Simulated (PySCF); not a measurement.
Match the calculated data to a structure.

All candidates are C5H6OS.

- NMR, other nuclei: isotropic shieldings of nuclei other than C and H, by class: 36 (1 O), 530 (1 S) ppm [GIAO B97-2/pcSseg-2]
- Rotational structure: rotational constants A, B, C: 5.918, 1.515, 1.216 GHz [PBE0-D3(BJ)/def2-TZVP]
- 1H NMR: chemical shifts (computed TMS as zero) by class: 7.53 (1 H), 7.02 (1 H), 6.49 (1 H), 2.32 (3 H) ppm [GIAO B97-2/pcSseg-2]
- Dipole: 0.90 D [B97-2/pcSseg-2]
- 13C NMR: chemical shifts (computed TMS as zero) by class: 149.8 (1 C), 138.9 (1 C), 133.1 (1 C), 116.0 (1 C), 18.8 (1 C) ppm [GIAO B97-2/pcSseg-2]

The electronic properties come from PySCF, for the isolated species, density fitting. Levels stand in brackets. One conformer (not necessarily the lowest) at the PBE0-D3(BJ)/def2-TZVP geometry, without solvent, vibrations or thermal averaging. Each NMR value is the plain mean over a class of atoms that symmetry, rotation or inversion makes alike.

Task: Which candidate is it?
A. `COc1cccs1`
B. `CSc1ccoc1`
C. `SCc1ccco1`
D. `COc1ccsc1`

Result: B. It is `CSc1ccoc1`. Numbering: `[CH3:1][S:2][c:3]1[cH:4][cH:5][o:6][cH:7]1`. Its formula, C5H6OS, gives 3 degrees of unsaturation: 1 ring and 2 π bonds in the structure found (Kekulé form). 5 carbons fall into 5 classes; from least to most shielded: aromatic CH next to a ring oxygen [C5] (149.8 ppm), aromatic CH next to a ring oxygen [C7] (138.9 ppm), substituted aromatic carbon [C3] (133.1 ppm), aromatic CH carbon [C4] (116.0 ppm), S-methyl carbon [C1] (18.8 ppm). Hydrogen classes from least to most shielded: 1 H on an aromatic CH next to a ring oxygen, C5 (7.53 ppm), 1 H on an aromatic CH next to a ring oxygen, C7 (7.02 ppm), 1 H on an aromatic CH carbon, C4 (6.49 ppm), 3 H on an S-methyl carbon, C1 (2.32 ppm). The other shieldings belong to: 36 ppm, furan-type oxygen [O6]; 530 ppm, sulfide sulfur [S2]. The optimised geometry has point group Cs and is an asymmetric top.

The others, at the same levels:
- `COc1cccs1` fails: its computed 13C shifts are 176.5 (1 C), 132.4 (1 C), 114.5 (1 C), 109.0 (1 C), 61.3 (1 C) ppm, 1H shifts are 7.08 (1 H), 6.50 (1 H), 6.47 (1 H), 3.84 (3 H) ppm and rotational constant A is 4.919 GHz (against 5.918 GHz).
- `SCc1ccco1` fails: its computed 13C shifts are 161.9 (1 C), 148.3 (1 C), 117.0 (1 C), 112.4 (1 C), 28.2 (1 C) ppm, 1H shifts are 7.51 (1 H), 6.51 (1 H), 6.29 (1 H), 3.66 (2 H), 2.40 (1 H) ppm and dipole moment is 1.58 D (against 0.90 D).
- `COc1ccsc1` fails: its computed 13C shifts are 167.2 (1 C), 132.9 (1 C), 125.4 (1 C), 100.1 (1 C), 59.0 (1 C) ppm and 1H shifts are 7.26 (1 H), 6.96 (1 H), 6.12 (1 H), 3.78 (3 H) ppm.

Each candidate is one conformer, not necessarily the lowest. Dipoles, sizes and rotational constants follow the conformer. The torsions of the flexible species, by atom-mapped SMILES:
- `[CH3:1][S:2][c:3]1[cH:4][cH:5][o:6][cH:7]1`: C1–S2–C3–C4 -179°
- `[CH3:1][O:2][c:3]1[cH:4][cH:5][cH:6][s:7]1`: C1–O2–C3–C4 -179°
- `[SH:1][CH2:2][c:3]1[cH:4][cH:5][cH:6][o:7]1`: S1–C2–C3–C4 -106°, H–S1–C2–C3 -62°
- `[CH3:1][O:2][c:3]1[cH:4][cH:5][s:6][cH:7]1`: C1–O2–C3–C4 179°
